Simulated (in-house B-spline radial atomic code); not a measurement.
## Solving the quasi-particle equation for 6s of Pb²⁺

Configuration [Xe] 4f14 5d10 6s2, start PBE0; correlation leaves out the 10 deepest shells, empty levels kept to 6000 hartree. Computed with an all-electron radial atomic-structure program (B-spline basis): all electrons, scalar-relativistic (spin-free one-electron X2C), finite nucleus, each spin shell either full or empty, empty states to l = 9 with an (l + 1/2)⁻⁴ tail; G0W0 by contour deformation at full frequency.

At the mean-field level ε = -28.324 eV the matrix elements are Σx = -17.834 eV, v_xc = -15.98 eV and Σc(ε) = -2.363 eV, and the slope of the correlation self-energy is dΣc/dω = -0.0495. The quasi-particle energy solves E = ε + Σx − v_xc + Σc(E).

**Question.** What does the linearised equation give?

**Answer.** Z = 1/(1 − dΣc/dω) = 1/1.0495 = 0.9528. The first-order shift is Σx − v_xc + Σc(ε) = -17.834 − (-15.98) + (-2.363) = -4.217 eV, so E ≈ ε + Z × shift = -28.324 + 0.9528 × (-4.217) = -32.342 eV.

**Question.** How does that compare with the full solution and with static screening?

**Answer.** Solving the equation at full frequency dependence gives E = -32.345 eV, where Σc = -2.167 eV and the weight is 0.953; the linearised value is off by 3 meV. Leaving Z out would give -32.541 eV. Static COHSEX puts -4.185 eV in place of Σc and gives -34.363 eV, 2.02 eV deeper. The tabulated removal energy is 31.937 eV (NIST, measured); the run leaves out spin-orbit coupling, Breit and QED terms.
